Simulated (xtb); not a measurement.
HN₂, charge +1, singlet, from a rough starting geometry; GFN2-xTB run with xtb.

xtb was given this input:
```
$ xtb mol.xyz --gfn 2 --chrg 1 --opt vtight --json

# file mol.xyz
3

N      0.04786477     0.00219165     0.06267936
N      0.03265189     0.00619204    -1.06125468
H     -0.02201898    -0.02066643     1.11850561
```

What the program printed (banner, timings and long lists left out):

```
   ID    Z sym.   atoms
    1    7 N      1, 2
    2    1 H      3

           -------------------------------------------------
          |                Calculation Setup                |
           -------------------------------------------------

           -------------------------------------------------
          |                 G F N 2 - x T B                 |
           -------------------------------------------------

          ...................................................
          :                      SETUP                      :
          :.................................................:
          :  # basis functions                   9          :
          :  # atomic orbitals                   9          :
          :  # shells                            5          :
          :  # electrons                        10          :
          :  max. iterations                   250          :
          :  Hamiltonian                  GFN2-xTB          :
          :  restarted?                      false          :
          :  GBSA solvation                  false          :
          :  PC potential                    false          :
          :  electronic temp.          300.0000000     K    :
          :  accuracy                    1.0000000          :
          :  -> integral cutoff          0.2500000E+02      :
          :  -> integral neglect         0.1000000E-07      :
          :  -> SCF convergence          0.1000000E-05 Eh   :
          :  -> wf. convergence          0.1000000E-03 e    :
          :  Broyden damping             0.4000000          :
          :  net charge                          1          :
          :  unpaired electrons                  0          :
          ...................................................

 iter      E             dE          RMSdq      gap      omega  full diag
   1     -5.7969394 -0.579694E+01  0.996E+00    6.11       0.0  T
   2     -5.8144938 -0.175544E-01  0.583E+00    5.15       1.0  T
   3     -5.8150568 -0.562993E-03  0.278E+00    5.09       1.0  T
   4     -5.8219223 -0.686551E-02  0.470E-01    4.67       1.0  T
   5     -5.8219684 -0.460581E-04  0.140E-01    4.71       1.0  T
   6     -5.8219914 -0.230677E-04  0.559E-02    4.70       1.0  T
   7     -5.8219971 -0.566226E-05  0.376E-03    4.70      15.3  T
   8     -5.8219971 -0.122363E-07  0.723E-04    4.70      79.8  T
   9     -5.8219971 -0.113646E-09  0.377E-05    4.70    1531.9  T

[...]
         :: total energy              -5.738940629177 Eh    ::
 * total energy  :    -5.7389406 Eh     change       -0.5417888E-12 Eh
 * total energy  :    -5.7441834 Eh     change       -0.5242745E-02 Eh
 * total energy  :    -5.7445710 Eh     change       -0.3876550E-03 Eh
 * total energy  :    -5.7446207 Eh     change       -0.4970695E-04 Eh
 * total energy  :    -5.7446828 Eh     change       -0.6204351E-04 Eh
 * total energy  :    -5.7447010 Eh     change       -0.1824140E-04 Eh
 * total energy  :    -5.7447047 Eh     change       -0.3717813E-05 Eh
 * total energy  :    -5.7447054 Eh     change       -0.6299643E-06 Eh
 * total energy  :    -5.7447054 Eh     change       -0.5414071E-08 Eh
   *** GEOMETRY OPTIMIZATION CONVERGED AFTER 9 ITERATIONS ***
         :: total energy              -5.744705374120 Eh    ::
[...]
         4        2.0000           -0.9263289             -25.2067
         5        2.0000           -0.8213515             -22.3501 (HOMO)
         6                         -0.6318809             -17.1944 (LUMO)
         7                         -0.6318809             -17.1944
         8                         -0.3057585              -8.3201
         9                          0.7180821              19.5400
      -------------------------------------------------------------
                  HL-Gap            0.1894706 Eh            5.1558 eV
             Fermi-level           -0.7266162 Eh          -19.7722 eV

     #   Z          covCN         q      C6AA      α(0)
     1   7 N        1.840     0.267    17.514     6.202
     2   7 N        0.981     0.358    15.494     5.663
     3   1 H        0.859     0.376     0.526     1.136

 Mol. C6AA /au·bohr⁶  :         78.171361
 Mol. C8AA /au·bohr⁸  :       1652.244694
 Mol. α(0) /au        :         13.000872

Wiberg/Mayer (AO) data.
largest (>0.10) Wiberg bond orders for each atom

 ---------------------------------------------------------------------------
     #   Z sym  total        # sym  WBO       # sym  WBO       # sym  WBO
 ---------------------------------------------------------------------------
     1   7 N    3.774 --     2 N    2.967     3 H    0.807
     2   7 N    3.018 --     1 N    2.967
     3   1 H    0.859 --     1 N    0.807
 ---------------------------------------------------------------------------

Topologies differ in total number of bonds
Writing topology from bond orders to xtbtopo.mol

molecular dipole:
                 x           y           z       tot (Debye)
 q only:        0.036      -0.008       0.109
   full:        0.027      -0.013       0.472       1.201
molecular quadrupole (traceless):
                xx          xy          yy          xz          yz          zz
 q only:       -1.460       0.001      -1.464      -0.102      -0.055       2.923
  q+dip:       -1.778       0.001      -1.781      -0.105      -0.070       3.559
   full:       -0.942       0.000      -0.944      -0.043      -0.039       1.886

optimized geometry written to: xtbopt.xyz

           -------------------------------------------------
          | TOTAL ENERGY               -5.744705374120 Eh   |
          | GRADIENT NORM               0.000035085956 Eh/α |
          | HOMO-LUMO GAP               5.155757599455 eV   |
           -------------------------------------------------
```
